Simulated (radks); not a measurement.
Results of a calculation; reference values are marked as such.
Ir X, 68 electrons, occupied as [Kr] 4d10 4f14 5s2 5p(1/2: 2, 3/2: 3) 5d(3/2: 1, 5/2: 0) (not the ground configuration).

Level of theory: Dirac Kohn-Sham, BLYP, spin-unpolarised, spherical densities, finite nucleus; Fermi nuclear charge, rms radius 5.4032 fm (a radial shooting solver on a logarithmic mesh with Libxc functionals).

Energy parts (eV):
part                       energy
total                  -485277.94
kinetic                 552809.27
electron-nucleus      -1207818.26
Hartree                 179115.98
exchange-correlation     -9384.92

Orbitals (lengths in bohr, moments of r in powers of bohr):
| orbital | occ. | eigenvalue (eV) | <1/r> | small-component weight |
|---|---|---|---|---|
| 1s1/2 | 2 | -76137.52 | 92.14 | 8.50e-02 |
| 2s1/2 | 2 | -13430.98 | 22.56 | 1.94e-02 |
| 2p1/2 | 2 | -12876.41 | 22.53 | 1.95e-02 |
| 2p3/2 | 4 | -11248.33 | 18.59 | 1.74e-02 |
| 3s1/2 | 2 | -3251.499 | 8.283 | 6.44e-03 |
| 3p1/2 | 2 | -3002.153 | 8.200 | 6.39e-03 |
| 3p3/2 | 4 | -2645.583 | 7.176 | 5.80e-03 |
| 3d3/2 | 4 | -2227.794 | 7.074 | 5.68e-03 |
| 3d5/2 | 6 | -2150.699 | 6.837 | 5.52e-03 |
| 4s1/2 | 2 | -806.2168 | 3.497 | 2.16e-03 |
| 4p1/2 | 2 | -700.8152 | 3.388 | 2.07e-03 |
| 4p3/2 | 4 | -616.3541 | 3.032 | 1.84e-03 |
| 4d3/2 | 4 | -443.1670 | 2.826 | 1.64e-03 |
| 4d5/2 | 6 | -427.4596 | 2.743 | 1.58e-03 |
| 5s1/2 | 2 | -235.1700 | 1.448 | 5.67e-04 |
| 4f5/2 | 6 | -206.6576 | 2.355 | 1.21e-03 |
| 4f7/2 | 8 | -203.4768 | 2.323 | 1.19e-03 |
| 5p1/2 | 2 | -200.1300 | 1.343 | 5.01e-04 |
| 5p3/2 | 3 | -184.1788 | 1.231 | 4.46e-04 |
| 5d3/2 | 1 | -132.6110 | 1.033 | 3.30e-04 |
| 5d5/2 | 0 | -130.2648 | 1.011 | 3.20e-04 |

The highest occupied level is 5d3/2 at -132.61 eV. Summed over all electrons, <r^2> = 19.78 bohr^2, which gives a Langevin (diamagnetic) susceptibility term of -15.7 x 10^-6 cm^3/mol. The electron density at the nucleus is 1.822e+06 e/bohr^3.
